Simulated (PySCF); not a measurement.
```xyz
3
charge 0 multiplicity 1, angstrom
Lu   -0.2013    0.0000   -0.2873
O    -1.6899    0.0000    0.7222
Cl    1.7775    0.0000    1.1028
```

All numbers come from PBE in PySCF with Lu def2-SVP with ECP28, O def2-SVP, Cl def2-SVP; scalar-relativistic core potentials, no spin–orbit coupling; density-fitted integrals.

This geometry of LuOCl is a stationary point at this level.

**Question.** What is the point group?

**Answer.** Cs.

**Question.** Is it a minimum?

**Answer.** Yes: all harmonic wavenumbers are real.

**Question.** List the harmonic modes with their infrared intensities.

**Answer.** 
```tsv
symmetry	ω (cm⁻¹)	IR (km/mol)	type
a'	154	12.7	bend
a'	328	40.0	stretch
a'	833	92.9	stretch
```

**Question.** Give the atomic charges and bond orders.

**Answer.** 
```
atom  Mulliken  Löwdin  polar tensor  Mayer order to Lu1
 Lu1      0.77    0.19          1.35                   –
  O2     -0.45   -0.20         -0.80                2.31
 Cl3     -0.31    0.00         -0.56                1.17
```

**Question.** Give the ideal-gas entropy at 298.15 K and 1 bar by parts.

**Answer.** translation 176.5, rotation 108.0, vibration 17.1, spin 0.0; total 301.5 J/(mol K).

Stability towards spin polarisation was not tested. This need not be the most stable arrangement of these atoms.
